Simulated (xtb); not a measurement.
xtb input (GFN2-xTB):

```bash
xtb mol.xyz --gfn 2 --ohess tight --chrg -1 --uhf 0
```
mol.xyz:
```
4

Si    -0.14992743     0.31999730    -0.15638516
F      1.39856961     0.33626083     0.25306855
H     -0.30450522    -0.58882991    -1.23029521
H     -0.83673766    -0.08693687     1.05129906
```

End of the output:

```
optimized geometry written to: xtbopt.xyz

           -------------------------------------------------
          | TOTAL ENERGY               -7.648500219347 Eh   |
          | TOTAL ENTHALPY             -7.630805290687 Eh   |
          | TOTAL FREE ENERGY          -7.658965368771 Eh   |
          | GRADIENT NORM               0.000125862641 Eh/α |
          | HOMO-LUMO GAP               3.807454661845 eV   |
           -------------------------------------------------

------------------------------------------------------------------------
------------------------------------------------------------------------
 total:
 SCF:
 ANC optimizer:
 analytical hessian:
```

It need not be the lowest isomer of its formula. Whether it binds its extra electron was not tested at this geometry.
